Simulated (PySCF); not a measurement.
CH4AlFO, SMILES C[O][AlH][F].

Geometry optimised at B3LYP-D3(BJ)/def2-SVP. The values are those of a single conformer.

Calculation: B3LYP-D3(BJ)/def2-SVP run with PySCF.

Frequencies are harmonic and unscaled.

```tsv
mode	ν (cm⁻¹)	IR (km/mol)	moving atoms (share of kinetic energy)
1	68	0.0	H 95 %
2	95	7.6	C 31 %, F 31 %, H 20 %, O 15 %
3	151	12.8	O 52 %, H 24 %, Al 13 %, C 8 %
4	302	41.2	O 44 %, Al 26 %, F 25 %
5	496	177.8	H 75 %, Al 20 %
6	665	47.7	H 66 %, C 15 %, Al 10 %
7	704	81.5	H 35 %, Al 24 %, F 20 %, O 11 %, C 11 %
8	887	153.0	Al 48 %, F 42 %
9	1182	34.4	H 70 %, C 21 %, O 9 %
10	1188	0.2	H 77 %, C 19 %
11	1252	329.4	O 57 %, C 31 %
12	1475	1.6	H 97 %
13	1478	2.5	H 96 %
14	1485	17.5	H 88 %, C 10 %
15	2034	107.1	H 96 %
16	2988	88.8	H 98 %
17	3062	45.6	H 90 %, C 10 %
18	3067	41.1	H 90 %, C 10 %
```
